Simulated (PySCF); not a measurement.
GaCl2I, SMILES [Cl][Ga]([I])[Cl]. Atoms are numbered in the order given.

```xyz
4

Ga     0.0000     0.0000     0.7854
Cl     0.0000     1.8225     1.8850
Cl     0.0000    -1.8225     1.8850
I      0.0000     0.0000    -1.6686
```

Geometry optimised at PBE0-D3(BJ)/def2-SVP. The structure was generated by enumeration; whether it is a known compound was not checked. The def2 effective core potentials stand for the cores of I; spin–orbit coupling is left out.

Calculation: ωB97X/def2-TZVP (PySCF).

Atomic charges (e):

```tsv
atom	Mulliken	Löwdin
Ga1	[?]	-0.70
Cl2	[?]	0.22
Cl3	[?]	0.22
I4	[?]	0.27
```

### Question
What belongs in the gaps? (The exact figures need the calculation; the answer reports its results.)

### Answer

- Ga1, Mulliken: 0.51
- Cl2, Mulliken: -0.20
- Cl3, Mulliken: -0.20
- I4, Mulliken: -0.10
